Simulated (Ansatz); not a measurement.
Gas-phase electronic energies from Ansatz, PBE0-D4/def2-TZVP geometries. CCSD(T)/CBS is the MP2 limit (def2-TZVPP, def2-QZVPP) plus CCSD(T) − MP2 in def2-TZVPP, frozen cores. This one scheme is used for every species. def2 core potentials past Kr. For W outer-core shells are correlated without core-valence functions, which leaves a few kJ/mol of doubt a bond. One conformer a species, not always the lowest.

Reaction (formal hydrolysis of a W–F bond): `[NH]=[W](=[NH])([NH2])[F]` + H₂O → `[NH]=[W](=[NH])([NH2])[OH]` + H–F

`[NH]=[W](=[NH])([NH2])[F]`:

```xyz
9

N    -0.880    1.490   -0.332
W     0.159    0.092   -0.485
N     1.713    0.290    0.292
N    -0.736   -1.363    0.441
F     0.424   -0.284   -2.310
H    -1.145    2.421   -0.053
H     2.437    0.764    0.808
H    -0.247   -2.046    0.997
H    -1.724   -1.363    0.642
```

H₂O:

Z-matrix (Å, degrees):
```
O
H 1 0.960
H 1 0.960 2 105.1
```

`[NH]=[W](=[NH])([NH2])[OH]`:

Z-matrix (Å, degrees):
```
W
N 1 1.755
N 1 1.951 2 106.6
N 1 1.753 2 114.9 3 -118.2
O 1 1.912 2 109.0 3 120.9
H 2 1.008 1 155.6 3 118.0
H 3 1.007 1 123.4 2 19.5
H 3 1.007 1 123.3 2 -143.8
H 4 1.007 1 158.5 2 -1.8
H 5 0.959 1 119.2 2 -18.4
```

H–F:

Cartesian coordinates in Å:
```
F -0.069 -0.451 0.059
H 0.069 0.451 -0.059
```

| species | CCSD(T)/CBS(def2) energy (Eh) |
| --- | --- |
| `[NH]=[W](=[NH])([NH2])[F]` | -333.39138 |
| H₂O | -76.37941 |
| `[NH]=[W](=[NH])([NH2])[OH]` | -309.36267 |
| H–F | -100.39570 |

(1) Work out ΔE.

Largest T1 diagnostic among the species: 0.020, so the coupled-cluster value is less sure than usual.

## Answers

(1) ΔE = (-309.36267) + (-100.39570) − (-333.39138) − (-76.37941) = 0.01242 Eh = +32.6 kJ/mol.

Leaving LDA and LC-ωPBE aside and taking each functional with its dispersion term where it has one, the values, not all of them listed here, spread over 10.5 kJ/mol, from PBE-QIDH to B97M-V. LDA lies −6.7 kJ/mol from PBE without D4. From BLYP to BHLYP (50 % exact exchange), in def2-TZVPP and without D4, ΔE moves by −4.0 kJ/mol.
